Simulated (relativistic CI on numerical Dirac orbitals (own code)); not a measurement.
Line list: Forbidden lines, Gd¹⁶⁺

Calculated at this level of theory: Dirac-Coulomb-Breit CI, KLI orbitals optimised for each configuration, a model potential for QED, unscaled Slater integrals (own radial code, finite nucleus).

Configuration list (outside the closed core [Ar] 3d10): 4s2 4p6 4d10 4f2, 4s2 4p6 4d10 4f 5s, 4s2 4p6 4d10 5s2, 4s2 4p6 4d10 5s 5p, 4s2 4p6 4d10 4f 5p, 4s2 4p6 4d10 5p2, 4s2 4p6 4d10 5s 5d, 4s2 4p6 4d9 4f3, 4s2 4p6 4d10 4f 5d, 4s2 4p6 4d10 5p 5d, 4s2 4p6 4d10 5d2, 4s2 4p6 4d10 4f 5f, 4s2 4p6 4d10 4f 6s, 4s2 4p6 4d9 4f2 5s, 4s2 4p6 4d10 4f 6p, 4s2 4p5 4d10 4f3, 4s2 4p6 4d10 4f 5g, 4s2 4p6 4d10 4f 6d, 4s2 4p6 4d9 4f2 5p, 4s2 4p6 4d10 4f 7s, 4s2 4p6 4d10 4f 7p, 4s 4p6 4d10 4f3, 4s2 4p6 4d10 4f 6g, 4s2 4p5 4d10 4f2 5s, 4s2 4p6 4d9 4f2 5f, 4s 4p6 4d10 4f 5s2, 4s2 4p6 4d9 4f2 6p, 4s 4p6 4d10 4f 5p2, 4s 4p6 4d10 4f 5s 5d. Double excitations out of closed p, d and f shells are left out; levels of such configurations are missing from the list, as are those of other unlisted configurations, and high levels can miss mixing partners.

| λ vac (Å) | Lower | Upper | Type | A (s⁻¹) | gf | Branching (%) |
| --- | --- | --- | --- | --- | --- | --- |
| 83.927 | 4s2 4p6 4d10 4f2 3H_5 [2] | 4s2 4p6 4d9 4f3 3L°_8 [189] | E3 | 2.30e+01 | 4.14e-10 | 2.0 |
| 84.113 | 4s2 4p6 4d10 4f2 3H_6 [4] | 4s2 4p6 4d9 4f3 3L°_9 [198] | E3 | 6.02e+01 | 1.21e-09 | 24.1 |
| 84.401 | 4s2 4p6 4d10 4f2 3H_6 [4] | 4s2 4p6 4d9 4f3 3L°_8 [189] | M2 | 9.51e+01 | 1.73e-09 | 8.4 |
| 84.859 | 4s2 4p6 4d10 4f2 3H_6 [4] | 4s2 4p6 4d9 4f3 5I°_8 [176] | M2 | 8.88e+02 | 1.63e-08 | 83.5 |
| 84.976 | 4s2 4p6 4d10 4f2 3H_6 [4] | 4s2 4p6 4d9 4f3 3M°_8 [172] | M2 | 3.27e+02 | 6.02e-09 | 22.2 |
| 85.818 | 4s2 4p6 4d10 4f2 3H_6 [4] | 4s2 4p6 4d9 4f3 3K°_8 [144] | M2 | 5.30e+02 | 9.94e-09 | 40.1 |
| 86.149 | 4s2 4p6 4d10 4f2 3H_6 [4] | 4s2 4p6 4d9 4f3 3K°_8 [134] | E3 | 2.62e+01 | 4.96e-10 | 2.7 |
| 86.149 | 4s2 4p6 4d10 4f2 3H_6 [4] | 4s2 4p6 4d9 4f3 3K°_8 [134] | M2 | 5.91e+02 | 1.12e-08 | 60.1 |
| 86.436 | 4s2 4p6 4d10 4f2 1I_6 [10] | 4s2 4p6 4d9 4f3 3K°_8 [204] | M2 | 1.67e+03 | 3.17e-08 | 43.7 |
| 86.966 | 4s2 4p6 4d10 4f2 1I_6 [10] | 4s2 4p6 4d9 4f3 3L°_8 [189] | M2 | 8.40e+02 | 1.62e-08 | 73.9 |
| 87.243 | 4s2 4p6 4d10 4f2 3H_6 [4] | 4s2 4p6 4d9 4f3 5K°_8 [106] | M2 | 1.40e+03 | 2.71e-08 | 94.5 |
| 87.453 | 4s2 4p6 4d10 4f2 1I_6 [10] | 4s2 4p6 4d9 4f3 5I°_8 [176] | M2 | 2.36e+01 | 4.60e-10 | 2.2 |
| 87.577 | 4s2 4p6 4d10 4f2 1I_6 [10] | 4s2 4p6 4d9 4f3 3M°_8 [172] | M2 | 9.35e+02 | 1.83e-08 | 63.4 |
| 88.136 | 4s2 4p6 4d10 4f2 3H_6 [4] | 4s2 4p6 4d9 4f3 5I°_8 [93] | M2 | 1.78e+03 | 3.53e-08 | 97.3 |
| 88.472 | 4s2 4p6 4d10 4f2 1I_6 [10] | 4s2 4p6 4d9 4f3 3K°_8 [144] | M2 | 5.91e+02 | 1.18e-08 | 44.8 |
| 88.804 | 4s2 4p6 4d10 4f2 3H_6 [4] | 4s2 4p6 4d9 4f3 5L°_8 [80] | M2 | 1.04e+02 | 2.09e-09 | 94.8 |
| 88.823 | 4s2 4p6 4d10 4f2 1I_6 [10] | 4s2 4p6 4d9 4f3 3K°_8 [134] | M2 | 3.03e+02 | 6.09e-09 | 30.8 |
| 89.160 | 4s2 4p6 4d10 4f2 1I_6 [10] | 4s2 4p6 4d9 4f3 3M°_9 [127] | E3 | 8.95e+00 | 2.03e-10 | 30.7 |
| 265.64 | 4s2 4p6 4d10 4f 5d 3H°_6 [49] | 4s2 4p6 4d9 4f3 3M°_8 [172] | E2 | 5.14e+01 | 9.24e-09 | 3.5 |
| 274.05 | 4s2 4p6 4d10 4f 5d 3H°_6 [49] | 4s2 4p6 4d9 4f3 3K°_8 [144] | E2 | 1.25e+02 | 2.39e-08 | 9.4 |
| 1659.0 | 4s2 4p6 4d10 4f2 3P_1 [11] | 4s2 4p6 4d10 4f2 1S_0 [13] | M1 | 1.99e+02 | 8.21e-08 | 83.7 |
| 1714.1 | 4s2 4p6 4d9 4f3 5L°_9 [81] | 4s2 4p6 4d9 4f3 3L°_8 [189] | M1 | 5.25e+01 | 3.93e-07 | 4.6 |
| 2401.7 | 4s2 4p6 4d10 4f2 3H_5 [2] | 4s2 4p6 4d10 4f2 1I_6 [10] | M1 | 1.11e+01 | 1.25e-07 | 54.4 |
| 2860.8 | 4s2 4p6 4d10 4f2 3H_6 [4] | 4s2 4p6 4d10 4f2 1I_6 [10] | M1 | 9.29e+00 | 1.48e-07 | 45.4 |
| 2903.5 | 4s2 4p6 4d9 4f3 3M°_10 [122] | 4s2 4p6 4d9 4f3 3L°_9 [198] | M1 | 1.17e+02 | 2.81e-06 | 46.9 |
| 3105.4 | 4s2 4p6 4d9 4f3 5K°_8 [106] | 4s2 4p6 4d9 4f3 5I°_8 [176] | M1 | 6.44e+01 | 1.58e-06 | 6.1 |
| 3541.1 | 4s2 4p6 4d10 4f2 3F_2 [3] | 4s2 4p6 4d10 4f2 1D_2 [8] | M1 | 1.63e+01 | 1.54e-07 | 48.1 |
| 4931.3 | 4s2 4p6 4d9 4f3 3M°_9 [127] | 4s2 4p6 4d9 4f3 3M°_8 [172] | M1 | 9.30e+01 | 5.76e-06 | 6.3 |
| 14746.2 | 4s2 4p6 4d10 4f2 3H_4 [1] | 4s2 4p6 4d10 4f2 3H_5 [2] | M1 | 7.82e+00 | 2.80e-06 | 100.0 |
| 14965.1 | 4s2 4p6 4d10 4f2 3H_5 [2] | 4s2 4p6 4d10 4f2 3H_6 [4] | M1 | 6.65e+00 | 2.90e-06 | 100.0 |

Terms are leading LS components. Brackets give the number of a level in order of energy, since labels repeat. The list gives strong lines, with weight on those to low levels, among the lowest 400 of 3964 levels, so that lines to higher ones, which can be the strongest, are missing. Levels whose partners in the same complex of configurations lie outside the list can be far off, and so can their lines. Rates are taken at the computed energies, electric ones in the length gauge.

At this charge transitions that keep the count of f electrons are usually good to a few per cent. Terms inside the open d or f shell come out 10 to 20 % too wide with unscaled integrals. Levels that differ in their count of f electrons can be misplaced by several ten thousand cm⁻¹, since the correlation energy of f electrons is missing or only estimated; rates across such gaps can be off by orders of magnitude.

LS names give the leading component of a level, which can be under half, so a name can repeat, a term be missing and a line seem to break the LS rules.
